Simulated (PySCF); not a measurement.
# How methods differ on the excitation energy of Rb

Rb [Kr] 5s1 (2S) → Rb [Kr] 4d1 (2D), as a difference of total energies. All numbers are calculated (PySCF 2.14, a scalar-relativistic core potential, in def2-TZVPPD with the def2 core potential (28 electrons) (6s4p3d1f, 40 functions)). Correlated levels: valence and next inner shell: nothing frozen outside the core potential. The calculations carry no spin-orbit coupling.

| method | excitation energy (cm⁻¹) | error (cm⁻¹) |
| --- | --- | --- |
| UHF | 18056 | -1299 |
| MP2 (valence and next inner shell) | 19934 | +579 |
| SCS-MP2 (valence and next inner shell) | 19563 | +207 |
| CCSD (valence and next inner shell) | 20049 | +693 |
| CCSD(T) (valence and next inner shell) | 20128 | +772 |

Reference: 19355 cm⁻¹ (measured; NIST levels, between the centres of gravity of the two terms).

Errors of the correlated levels include the incompleteness of this basis.
